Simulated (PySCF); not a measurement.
The electron affinity along the 5p block

All values are computed (PySCF 2.14, energy differences of UHF-based or UKS calculations, no spin-orbit coupling). Values in eV. The last column holds reference values (measured affinities from photodetachment; the arrow runs from anion to atom). Unmarked ones compare directly (S terms, centres of terms, or small fine structure); those marked * lie between the lowest fine-structure levels and include a spin-orbit shift.

```
                              element                         configurations  SCS-MP2 (valence)  CCSD (valence)    LDA    PBE  MP2 (valence and next inner shell)  SCS-MP2 (valence and next inner shell)  reference
In (aug-cc-pwCVTZ-DK3, spin-free X2C)  [Kr] 4d10 5s2 5p2 → [Kr] 4d10 5s2 5p1              0.269           0.380  0.643  0.539                               0.359                                   0.256    0.384 *
Sn (aug-cc-pwCVTZ-DK3, spin-free X2C)  [Kr] 4d10 5s2 5p3 → [Kr] 4d10 5s2 5p2              1.218           1.344  1.553  1.420                               1.407                                   1.241    1.112 *
Sb (aug-cc-pwCVTZ-DK3, spin-free X2C)  [Kr] 4d10 5s2 5p4 → [Kr] 4d10 5s2 5p3              0.674           0.721  1.193  0.969                               0.627                                   0.668    1.047 *
Te (aug-cc-pwCVTZ-DK3, spin-free X2C)  [Kr] 4d10 5s2 5p5 → [Kr] 4d10 5s2 5p4              1.856           1.854  2.324  2.074                               1.914                                   1.890    1.971 *
 I (aug-cc-pwCVTZ-DK3, spin-free X2C)               [Xe] → [Kr] 4d10 5s2 5p5              3.130           3.080  3.512  3.248                               3.287                                   3.190    3.059 *
```

The highest occupied level of the anion is positive for In⁻ at LDA, PBE; Sn⁻ at LDA, PBE; Sb⁻ at LDA, PBE; Te⁻ at LDA, PBE, so there the basis helps to hold the electron.

"Valence" correlates the outer s and p shells and, in groups 3 to 12 and the f block, the outer d or f shell, open or full, or the next shell where the ion has no valence electron left; the wider scheme adds the next inner shell.
